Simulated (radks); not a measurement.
Question: The mean radii <r> (bohr) of the occupied orbitals of an atom or ion are listed with their occupations. All-electron calculation, Dirac Kohn-Sham, PBE, spin-unpolarised, spherical densities, point nucleus. Program: a radial shooting solver on a logarithmic mesh with Libxc functionals.

orbital  occ.      <r>
1s1/2       2  0.01966
2s1/2       2  0.08274
2p1/2       2  0.06872
2p3/2       4  0.07623
3s1/2       2   0.2163
3p1/2       2   0.2061
3p3/2       4   0.2201
3d3/2       4   0.1935
3d5/2       6   0.1979
4s1/2       2   0.4869
4p1/2       2   0.4945
4p3/2       4   0.5264
4d3/2       4   0.5501
4d5/2       6   0.5613
5s1/2       2    1.163
5p1/2       2    1.280
5p3/2       4    1.370
4f5/2       6   0.6918
4f7/2       6   0.7024

Name the element and its charge. Open shells, if any, fill j = l - 1/2 first.

Answer: Z = 70, ytterbium, charge +4: Yb4+ in [Xe] 4f12. The 1s radius gives Z: for a bare nucleus <r> = (2 gamma + 1)/(2Z) with gamma = sqrt(1 - (Z/c)^2), 0.01942 bohr for Z = 70, and screening makes it slightly larger (0.01966 here). The occupations add up to 66, and the charge is Z minus that.
